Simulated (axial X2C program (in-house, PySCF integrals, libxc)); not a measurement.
InC⁻: from the spin-free to the two-component result

Computed with an in-house all-electron X2C program for linear molecules (integrals from PySCF). Spin-free means the one-electron spin-free X2C Hamiltonian; two-component (2c) means X2C with spin–orbit coupling and atomic mean-field two-electron Coulomb and Gaunt terms, so the difference of the two also holds small scalar two-electron terms. Basis: In dyall-acv3z [12s13p10d5f1g], C dyall-av3z [8s7p3d2f] (cores contracted in-house); Gaussian nuclei, density fitting, unrestricted open shells. Masses: In 114.904 u, C 12.000 u.

Spin-free state: M_S = 1, Λ = 1 (beyond evenly filled blocks: σα, π+α, π+β, π-α); fragments In + C-.

```tsv
level	Re (Å)	ωe (cm⁻¹)	De (eV)	μ (D)
PBE0	2.125	475.6	2.285	-3.97
HF	2.279	390.8	1.616	-2.51
LDA	2.064	558.4	3.074	-4.27
```

Dipoles are positive if C is the positive end and refer to the centre of mass.

Two-component determinant lowest at the distance of the search:

Ω = 2 (⟨Sz⟩ = 1.00, ⟨Lz⟩ = 1.00 at PBE0); fragments In + C-.

| level | Re (Å) | ωe (cm⁻¹) | De (eV) | μ (D) |
| --- | --- | --- | --- | --- |
| PBE0 | 2.126 | 472.6 | n/a | -3.93 |
| HF | 2.282 | 386.3 | 1.486 | -2.59 |
| LDA | 2.063 | 556.7 | n/a | -4.22 |

Q: From the two tables, how do the constants change at the PBE0 level (2c against spin-free)?

A: At the PBE0 level Re goes up by 0.001 Å and ωe drops by 3.0 cm⁻¹.

The state is one determinant whose occupation by symmetry is held fixed; it was picked as the lowest of a PBE0 search that is not exhaustive. Dissociation energies refer to the lowest single-determinant-based atoms at the same level and basis. De is not given where an atomic determinant may have missed its ground term or J level, or where the truncated virtual space spoils (T). Density functionals use the spin component along the axis (collinear). Other states lie close and PBE0, whose exact exchange favours high spin, may order them wrongly; the determinant shown need not be the ground state. The nearest other spin-free determinant of the search, M_S = 1, Λ = 0, lies 0.06 eV up at the distance of the search. Without a current term, density functionals place determinants with orbital angular momentum somewhat too high. With several unpaired electrons one determinant need not be a pure state. A state of lower Ω lies just above, and one determinant can place such states too high, so the state shown need not be the lowest. The search has Ω = 1 only 0.10 eV up. Open-shell Ω = 0 determinants with evenly filled partner blocks cannot be reached by this program, so the Ω shown need not be the lowest component. The highest occupied level of some functionals is positive through self-interaction error; at Hartree–Fock it is bound. The determinant is spin-polarised beyond a pure state at some levels (its spin-free form has ⟨S²⟩ too high), which makes Re and μ there less reliable. Hartree–Fock gets electron affinities wrong, so its lowest charge split need not be the true one.
